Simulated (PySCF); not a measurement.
CdH3N, SMILES [NH2][CdH].

Coordinates come from a B3LYP-D3(BJ)/def2-TZVP optimisation. The def2 effective core potentials stand for the cores of Cd; spin–orbit coupling is left out.

Vertical ionisation energy (IE) and electron affinity (EA) in eV. Rows of orbital energies are one-electron estimates. Where ΔSCF, EOM or ADC give a negative EA the extra electron is unbound and the value depends on the basis.

```tsv
level	IE	EA
−ε(HOMO), −ε(LUMO), PBE/def2-TZVPD (PySCF)	5.40	1.15
−ε(HOMO), −ε(LUMO), ωB97X/def2-TZVPD (PySCF)	___	___
```

Question: Some entries are withheld; supply them. (The exact figures need the calculation; the answer reports its results.)

Answer: 
- −ε(HOMO), −ε(LUMO), ωB97X/def2-TZVPD (PySCF), IE: 9.12
- −ε(HOMO), −ε(LUMO), ωB97X/def2-TZVPD (PySCF), EA: -1.22
